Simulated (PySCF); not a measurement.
Input file for PySCF: D3(BJ) and D4 dispersion corrections on H2S (SMILES S).

```python
from pyscf import gto
from pyscf.dispersion import dftd3, dftd4

mol = gto.M(
    atom='''
    S    -0.53155275   -0.17018157   -0.04665556
    H     0.13573610    0.98160321   -0.22418310
    H     0.51172388   -0.91038140   -0.45542563
    ''',
    basis='def2-svp',
    charge=0, spin=0, verbose=0, max_memory=1800)
d3, d4 = {}, {}
for xc in ['hf', 'pbe', 'blyp', 'revpbe', 'tpss', 'r2scan', 'b3lyp', 'pbe0', 'bhlyp', 'camb3lyp', 'b2plyp']:
    d3[xc] = float(dftd3.DFTD3Dispersion(mol, xc=xc, version='d3bj', atm=False).get_dispersion()['energy'])
    print(f'D3(BJ) {xc:10s} {d3[xc]:14.8f} Eh')
for xc in ['hf', 'pbe', 'blyp', 'revpbe', 'tpss', 'r2scan', 'b3lyp', 'pbe0', 'bhlyp', 'camb3lyp', 'b2plyp']:
    d4[xc] = float(dftd4.DFTD4Dispersion(mol, xc={'camb3lyp': 'cam-b3lyp'}.get(xc, xc), atm=True).get_dispersion()['energy'])
    print(f'D4     {xc:10s} {d4[xc]:14.8f} Eh')
```

Program output:

```
D3(BJ) hf            -0.00978029 Eh
D3(BJ) pbe           -0.00080123 Eh
D3(BJ) blyp          -0.00173197 Eh
D3(BJ) revpbe        -0.00222344 Eh
D3(BJ) tpss          -0.00098101 Eh
D3(BJ) r2scan        -0.00019114 Eh
D3(BJ) b3lyp         -0.00140113 Eh
D3(BJ) pbe0          -0.00065460 Eh
D3(BJ) bhlyp         -0.00107670 Eh
D3(BJ) camb3lyp      -0.00055291 Eh
D3(BJ) b2plyp        -0.00061846 Eh
D4     hf            -0.00250834 Eh
D4     pbe           -0.00055253 Eh
D4     blyp          -0.00131146 Eh
D4     revpbe        -0.00221454 Eh
D4     tpss          -0.00075317 Eh
D4     r2scan        -0.00012304 Eh
D4     b3lyp         -0.00089787 Eh
D4     pbe0          -0.00044754 Eh
D4     bhlyp         -0.00059996 Eh
D4     camb3lyp      -0.00043931 Eh
D4     b2plyp        -0.00037756 Eh
```

The run finished.

Cost: about 0.03 core-seconds (a rough figure).
